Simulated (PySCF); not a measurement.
A structure optimised at PBE-D3(BJ)/def2-SVP, used in a PySCF frequency run:

```xyz
7

Mo     0.0000     0.0000     0.0000
F      0.0000     1.8425     0.0000
F      0.0000    -1.8425     0.0000
F      0.0000     0.0000    -1.8425
F      1.8425     0.0000     0.0000
F     -1.8425     0.0000     0.0000
F      0.0000     0.0000     1.8425
```

### Question
Write its SMILES, formula and point group.

### Answer
[F][Mo]([F])([F])([F])([F])[F], F₆Mo, Oh

### Question
What are its rotational constants (standard atomic weights)?

### Answer
1.9589, 1.9589, 1.9589 GHz
